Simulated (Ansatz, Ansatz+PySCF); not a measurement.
```xyz
3

N     0.0000    0.0000    1.7600
S     0.0000    0.0000    0.0000
B     0.0000    0.0000   -1.8900
```

Basis set: STO-3G (spherical functions). Left uncorrelated: 7 orbitals. Charge 0, multiplicity 1.

Computed with Ansatz (development build ahead of 0.2.0); the reference of a correlated method needn't be the lowest determinant of its kind. Restricted open shells among the atoms or ions are ROHF, correlated in semicanonical orbitals with singles.

The atomization energy at this shape (free ground-state atoms in the same class of orbitals less the molecule, no zero-point energy) of singlet BNS:

```csv
method,atomization energy
UHF-CCSD(T),4.44 eV
```

(1) What does RHF-CCSD(T) give?

## Answers

(1) 2.77 eV. Caution: large amplitudes, a single reference is doubtful; the reference determinant was not shown to be the lowest. Caution for UHF-CCSD(T): a plain start can end on a higher determinant; the determinant is a saddle point; the program doubts this total; the unrestricted determinant is a mixture of spin states. Caution for RHF-CCSD(T): an unrestricted determinant lies well below.

This basis has no polarisation functions and is too small for such energies, which can lie far from measured ones in either direction.
